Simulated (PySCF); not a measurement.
# Working out the ionisation energy of Pt

Pt [Xe] 4f14 5d9 6s1 (3D) → Pt⁺ [Xe] 4f14 5d9 (2D). All numbers are calculated (PySCF 2.14, scalar relativity through the core potential, in aug-cc-pVQZ-PP with ECP60MDF). Frozen: 5s2 5p6. Energies in hartree (1 hartree = 27.21139 eV):

```tsv
part	Pt (lower)	Pt⁺ (upper)
UHF	-118.516203	-118.238155
MP2 opposite-spin	-0.230574	-0.197814
MP2 same-spin	-0.119501	-0.097403
```

Task: What does Hartree-Fock give?

Result: (-118.238155) − (-118.516203) = 0.278048 hartree = 7.566 eV.

Task: What do MP2 and SCS-MP2 (6/5 opposite-spin, 1/3 same-spin) give?

Result: The opposite-spin parts differ by 0.891 eV and the same-spin parts by 0.601 eV. MP2: 7.566 + (0.891) + (0.601) = 9.058 eV. SCS-MP2: 7.566 + 1.2 × (0.891) + (0.601)/3 = 8.836 eV.

Reference: 8.959 eV (measured; NIST Atomic Spectra Database, ionization energies), between the lowest levels; spin-orbit coupling is absent from the calculation.

What remains against the reference includes basis incompleteness, the frozen core and correlation beyond second order.
